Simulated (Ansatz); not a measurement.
Ansatz (a quantum-chemistry and plane-wave program) input (CCSD(T)/cc-pCVTZ): A basis named .json is the Basis Set Exchange file of that set (core-valence sets with the plain set on hydrogen).

Ansatz 0.2 input:
```yaml
crystal:
  periodic: [false, false, false]
  atoms:
    - {symbol: N, position_ang: [-0.00000000, -0.00000000, -1.25788698]}
    - {symbol: C, position_ang: [-0.00000000, -0.00000000, -0.07148933]}
    - {symbol: O, position_ang: [0.00000000, 0.00000000, 1.15426811]}
basis:
  gaussian:
    orbitals: cc-pCVTZ.json
total_charge: -1
magnetization: {spin_polarized: false}
correlation: {method: ccsd_t, electrons: outside_noble_gas}
```

Output:

```
Functional definition: HF
integrals: 0.22 GiB planned
809 factors; integrals over basis functions are off by at most 1.2e-3 eV
mean field: 0.27 GiB planned
mean field evaluation 1: about -4549.0751 eV, gradient 3.3e1 eV
mean field evaluation 2: about -4549.0805 eV, gradient 3.3e1 eV
mean field evaluation 4: about -4551.4916 eV, gradient 3.6e0 eV
mean field evaluation 8: about -4551.5349 eV, gradient 4.6e-1 eV
mean field evaluation 16: about -4551.4833 eV, gradient 3.6e0 eV
mean field -4551.53561714 eV, -167.2658487883 hartree, gradient 1.2e-6 eV, S^2 0.000000; 0 other end points of the search recorded, 0 dependent functions left out
3 core orbitals not correlated
reference -4551.53561714 eV, -167.2658487883 hartree; 8, 8 occupied and 118, 118 virtual orbitals, 809 factors
second order -16.02355542 eV of doubles, -0.00000000 eV of singles
coupled cluster: 0.48 GiB planned
cycle   1  -15.22174002 eV  change    8.0e-1 eV  update   1.1e-1
cycle   2  -15.71851939 eV  change   -5.0e-1 eV  update   3.9e-2
cycle   3  -15.82263664 eV  change   -1.0e-1 eV  update   1.6e-2
cycle   4  -15.81212125 eV  change    1.1e-2 eV  update   4.0e-3
cycle   5  -15.80954633 eV  change    2.6e-3 eV  update   1.5e-3
cycle   6  -15.81081162 eV  change   -1.3e-3 eV  update   4.8e-4
cycle   7  -15.81065006 eV  change    1.6e-4 eV  update   1.5e-4
cycle   8  -15.81058881 eV  change    6.1e-5 eV  update   4.4e-5
cycle   9  -15.81060836 eV  change   -2.0e-5 eV  update   1.3e-5
perturbative correction -0.80680368 eV, -0.0296494883 hartree
Total energy: -4568.15302918 eV, -167.8765274170 hartree
```
